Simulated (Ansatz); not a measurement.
Ligand exchange: GeCl4 + C2H2ClGa → GeHCl3 + C2HCl2Ga

Species: GeCl4 (germanium tetrachloride) `[Cl][Ge]([Cl])([Cl])[Cl]`, singlet; C2H2ClGa `C#[C][GaH][Cl]`, singlet; GeHCl3 `[Cl][GeH]([Cl])[Cl]`, singlet; C2HCl2Ga `C#[C][Ga]([Cl])[Cl]`, singlet. The partners trade Cl for H: Ge–Cl and Ga–H bonds give way to Ge–H and Ga–Cl.

Shapes, held fixed at every level: PBE0-D4/def2-TZVP. Programs: Ansatz 0.2.0. The zero-point and thermal change to 298 K, harmonic and unscaled (PBE0-D4/def2-TZVP), is +2.5 kJ/mol.

Estimate ΔH(298 K) of this reaction.

The highest level, CCSD(T)/def2-TZVPP, gives ΔH(298 K) = -49.1 kJ/mol; the levels span -58.5 to -42.2. The column of differences is taken from that level and isn't an error. No measured value is set beside it here. Relativity is left out for Ga, Ge. Outer-core shells of Ga, Ge are correlated, in sets that cover them unevenly. Times are processor times on shared x86 and Arm servers, and rough.

```tsv
level	kind	ΔH(298 K) (kJ/mol)	less CCSD(T)/def2-TZVPP	CPU time (sum over the molecules)
HF/def2-TZVPP	Hartree–Fock	-58.5	-9.4	–
PBE-D4/def2-TZVPP	GGA	-42.2	+6.9	24 s
BHLYP-D4/def2-TZVPP	global hybrid	-48.8	+0.3	38 s
PBE0-D4/def2-TZVPP	global hybrid	-45.9	+3.2	36 s
wB97X-V/def2-TZVPP	range-separated hybrid	-46.7	+2.4	75 s
B2PLYP/def2-TZVPP	double hybrid	-49.0	+0.1	51 s
CCSD(T)/def2-SVP	coupled cluster or CI	-56.3	-7.2	38 s
CCSD(T)/def2-TZVPP	coupled cluster or CI	-49.1	0.0	9.6 min
```
